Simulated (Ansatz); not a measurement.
Coupled-cluster diagnostics for CaI₂, Ansatz.

Geometry of the singlet (PBE-D4/def2-TZVP):

| atom | x (Å) | y (Å) | z (Å) |
| --- | --- | --- | --- |
| Ca1 | -0.010 | -0.002 | 0.009 |
| I2 | 0.446 | 2.613 | 0.985 |
| I3 | -0.436 | -2.611 | -0.994 |

In the def2 sets I takes a core potential; there is no spin–orbit coupling. Correlated methods freeze 13 core orbitals; core or outer-core shells of Ca, I are correlated, in sets that lack core-valence functions. At PBE0-D4/def2-TZVP a singlet of charge 0 lies 3.73 eV below the triplet, each at its own geometry. At PBE0-D4/def2-TZVP a singlet of charge 0 lies 8.42 eV below the quintet, each at its own geometry. The structure comes from a short search, and lower isomers may exist.

Geometry of the charge 0 triplet (PBE-D4/def2-TZVP):

```xyz
3

Ca   -0.0073    0.0001    0.0084
I    -0.9867    2.7396   -0.8878
I     0.9940   -2.7397    0.8794
```

Geometry of the charge 0 quintet (PBE-D4/def2-TZVP):

```csv
atom,x (Å),y (Å),z (Å)
Ca1,-0.351,0.020,-0.166
I2,1.045,-2.740,-2.091
I3,-0.694,2.720,2.257
```

Task: Estimate the CCSD(T) correlation energy, the shares of MP2 and (T), T1 and the reference's ⟨S²⟩ for: charge 0, singlet, own geometry in def2-TZVPP; charge 0, triplet, own geometry in def2-TZVPP; charge 0, quintet, own geometry in def2-TZVPP; charge 1, doublet, vertical in def2-TZVPP; and the rough time on 4 threads of Arm Neoverse V2 on a shared host.

Result: 
| state | basis | correlation (eV) | MP2 share (%) | (T) share (%) | T1 | ⟨S²⟩ (pure) | wall time |
| --- | --- | --- | --- | --- | --- | --- | --- |
| charge 0, singlet, own geometry | def2-TZVPP | -31.644 | 101.6 | 2.0 | 0.006 | 0.00 (0.00) | 9.5 s |
| charge 0, triplet, own geometry | def2-TZVPP | -31.190 | 101.2 | 1.9 | 0.009 | 2.01 (2.00) | 47 s |
| charge 0, quintet, own geometry | def2-TZVPP | -30.222 | 100.6 | 1.7 | 0.010 | 6.02 (6.00) | 23 s |
| charge 1, doublet, vertical | def2-TZVPP | -30.820 | 101.3 | 1.9 | 0.011 | 0.76 (0.75) | 45 s |
Customary marks for T1 are 0.02 (closed shells), 0.045 (open shells) and about 0.05 (3d metals). T1 stays under 0.02 throughout.
